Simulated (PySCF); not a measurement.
## Co⁺ (cobalt, charge +1) across methods

[Ar] 3d7 4s1, high-spin 5F determinant (an excited configuration). All numbers are calculated (PySCF 2.14, no relativity, point nucleus, in aug-cc-pVQZ).

| method | E (hartree) | mean ε 3d α (eV) | mean ε 3d β (eV) | mean ε 4s α (eV) | Σ⟨r²⟩ (bohr²) | ⟨S²⟩ |
| --- | --- | --- | --- | --- | --- | --- |
| r2SCAN | -1382.431 | -18.782 | -16.135 | -13.545 | 24.33 | 6.001 |
| PBE | -1382.197 | -18.386 | -15.846 | -13.240 | 24.54 | 6.001 |
| M06-2X | -1382.409 | -23.902 | -20.540 | -14.288 | 24.62 | 6.008 |
| BHandHLYP | -1382.438 | -23.430 | -20.562 | -14.560 | 24.38 | 6.002 |
| LDA | -1379.856 | -18.675 | -15.877 | -13.486 | 24.43 | 6.001 |
| PBE0 | -1382.227 | -20.945 | -18.161 | -13.944 | 24.41 | 6.001 |
| UHF | -1381.18115 | -28.053 | -24.356 | -15.593 | 24.57 | 6.003 |

Q: Estimate the same row for r2SCANh.

A: E (hartree) = -1382.422; mean ε 3d α (eV) = -19.771; mean ε 3d β (eV) = -17.045; mean ε 4s α (eV) = -13.811; Σ⟨r²⟩ (bohr²) = 24.31; ⟨S²⟩ = 6.001.
